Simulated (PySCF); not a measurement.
Task: Write a Z-matrix for InChI=1S/C4H13PSi/c1-4(2,3)6-5/h5-6H2,1-3H3 as optimised with PBE0-D3(BJ)/def2-SVP.

Result: 
Z-matrix in Å and degrees, rows numbered from 1:
```
C 
C   1  1.5307
C   2  1.5304  1  110.07
C   2  1.5320  1  110.01  3  -121.52
Si  2  1.9069  1  109.14  3   119.99
P   5  2.2734  2  109.65  1   -58.67
H   1  1.1023  2  111.85  3   -57.65
H   1  1.1022  2  111.93  3  -178.89
H   1  1.1043  2  110.32  3    61.55
H   3  1.1017  2  111.75  1  -179.09
H   3  1.1043  2  110.24  1   -59.59
H   3  1.1018  2  111.83  1    60.03
H   4  1.1046  2  110.33  1    61.08
H   4  1.1020  2  111.80  1  -179.49
H   4  1.1018  2  111.86  1   -58.44
H   5  1.4987  2  109.72  1    64.74
H   5  1.4976  2  110.09  1  -176.03
H   6  1.4282  5   93.61  2  -179.61
H   6  1.4283  5   94.31  2    86.50
```

P6 (three-coordinate phosphorus) is pyramidal (angles 94.3°, 93.6° and 93.6°, sum 281.5°, 0.86 Å off the plane of its three neighbours). Si5 (SiH2 silicon) is tetrahedral (angles from 106.9° to 112.0°). All 3 C–C bonds measure 1.530 to 1.532 Å. Of the pairs four or more bonds apart, P6···H7 is among the closest relative to their van der Waals radii: 3.13 Å, 104 % of the sum of Bondi's values.

Method used: PBE0-D3(BJ)/def2-SVP geometry optimisation, gas phase in PySCF 2.14.0.

No frequency check. One conformer, not necessarily the lowest (C2–Si5–P6–H 180° and 87°).
